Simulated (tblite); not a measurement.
Compound: C6H9N2 (doublet state).
Z-matrix (Å and degrees, GFN2-xTB geometry), rows numbered from 1:
```
C 
C   1  1.3221
C   2  1.4908  1  124.38
C   3  1.5326  2  109.54  1   110.68
N   4  1.2271  3  125.00  2   113.95
C   4  1.5080  3  111.62  2   -65.62
N   6  1.2487  4  125.47  3  -179.86
C   7  1.4112  6  123.92  4     0.06
H   1  1.0763  2  121.85  3  -179.33
H   1  1.0786  2  122.01  3     2.04
H   2  1.0821  1  120.44  3   178.27
H   3  1.0923  2  111.02  1    -8.98
H   3  1.0911  2  110.66  1  -130.96
H   6  1.0826  4  116.04  3     0.79
H   8  1.0903  7  108.85  6   120.07
H   8  1.0903  7  108.70  6  -121.87
H   8  1.1151  7  109.94  6    -0.84
```

The geometry is computed with GFN2-xTB (gas phase). This method treats the open shell by occupation alone, without spin polarisation.

Take the most abundant isotopes and a rigid rotor. The values belong to one conformer with, in the numbering `[CH2:1]=[CH:2][CH2:3][C:4](=[N:5])/[CH:6]=[N:7]\[CH3:8]`, C1–C2–C3–C4 111°, C2–C3–C4–N5 114°, C3–C4–C6–N7 180°.

(1) What are A, B and C (MHz)?

(2) What kind of rotor is it?

(3) What does the inertial defect say?

(4) Give the other two planar moments, Paa and Pbb, and the rms extents of the mass along the axes.

(5) Estimate the classical rotational partition function at 10 K, 200 K and 500 K.

Results:

(1) Ia = 119.06, Ib = 408.24, Ic = 490.21 u·Å²; 505379 MHz·u·Å²/I gives A = 4245, B = 1238, C = 1031 MHz.

(2) An asymmetric top. Ray's parameter κ = (2B − A − C)/(A − C) = -0.871; −1 is the prolate and +1 the oblate limit.

(3) Not planar: Δ = Ic − Ia − Ib = -37.09 u·Å². For a rigid frame Δ = −2 Σ m c², so Σ m c² = 18.54 u·Å² lies off the ab plane: 8.70 from hydrogen and 9.85 from heavier atoms. The atom farthest from that plane is 1.53 Å away.

(4) Paa = Σ m a² = (Ib + Ic − Ia)/2 = 389.69 and Pbb = Σ m b² = (Ia + Ic − Ib)/2 = 100.51 u·Å². With the mass M = 109.08 u, the rms extents √(P/M) along a, b and c are 1.89, 0.96, 0.41 Å.

(5) Point group C1, symmetry number σ = 1; q = (√π/σ)·√((kT/h)³/(ABC)), k/h = 20836.6 MHz/K: 2290 at 10 K, 205000 at 200 K, 810000 at 500 K.

For this open shell read J as N, the rotation without spin; fine and hyperfine splittings come on top. Its GFN2-xTB frequencies are all real (lowest 50 cm⁻¹). No vibrational averaging or centrifugal distortion is included, and the geometry carries the error of its method.
